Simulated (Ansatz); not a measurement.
Geometry optimisation, Ansatz 0.2.0, RKS PBE/def2-SVP.

Input:

```yaml
crystal:
  periodic: [false, false, false]
  atoms:
    - { symbol: Hf, position_ang: [0.450348, 0.126862, -0.12089] }
    - { symbol: Cl, position_ang: [0.259834, -0.067934, 2.343274] }
    - { symbol: Cl, position_ang: [2.740704, 0.265116, -0.518538] }
    - { symbol: Cl, position_ang: [-0.402644, 2.078111, -1.084147] }
    - { symbol: Cl, position_ang: [-0.20191, -1.805514, -1.269871] }
    - { symbol: O, position_ang: [-2.629668, -0.054346, 0.917002] }
    - { symbol: Si, position_ang: [-3.919333, -0.985004, 0.326808] }
    - { symbol: H, position_ang: [-3.549288, -2.425097, 0.12903] }
    - { symbol: H, position_ang: [-5.090096, -0.915654, 1.265969] }
    - { symbol: H, position_ang: [-4.270283, -0.354953, -0.984962] }
    - { symbol: H, position_ang: [-2.241964, -0.294387, 1.796324] }
basis:
  gaussian: { orbitals: def2-SVP }
hamiltonian:
  xc: pbe
relax:
  f_tol: 0.03
  max_steps: 50
```

Launched with:

```bash
$ ansatz run input.yaml --threads 4 --pin off --max-ram 5120MiB --backend cpu --events-out ev --progress --plain --runs-dir out
```

**Question.** Where does it end, and by what steps?

**Answer.** The run converged. The force dipped under the threshold on the way, but the program's further checks kept it going. After 9 steps the energy has fallen by 0.545 eV; H10 moved furthest, 0.55 Å. Joined: Hf1–O6 (3.26 → 2.33 Å).

```tsv
step	energy less start (eV)	largest force component (eV/Å)	accepted
0	0.0000	1.314	yes
1	-0.1651	1.206	yes
2	-0.3950	0.632	yes
3	-0.4679	0.870	yes
4	-0.5073	0.376	yes
5	-0.5313	0.276	yes
6	-0.5398	0.121	yes
7	-0.5319	0.372	no
8	-0.5442	0.024	yes
9	-0.5452	0.023	yes
```

```xyz
11
Properties=species:S:1:pos:R:3
Hf -0.026 0.068 0.045
Cl 0.301 0.048 2.421
Cl 2.251 0.149 -0.542
Cl -0.802 2.108 -0.843
Cl -0.626 -1.816 -1.288
O -2.170 -0.324 0.871
Si -3.623 -1.001 0.191
H -3.526 -2.494 0.163
H -4.725 -0.561 1.110
H -3.760 -0.405 -1.171
H -2.148 -0.205 1.844
```

Whether the end is a true minimum wasn't checked by a vibrational analysis.

Run time: 30 s on 4 threads of Intel(R) Xeon(R) Platinum 8259CL CPU @ 2.50GHz (Skylake/Cascade Lake), with other jobs on the host, peak memory 0.29 GiB.
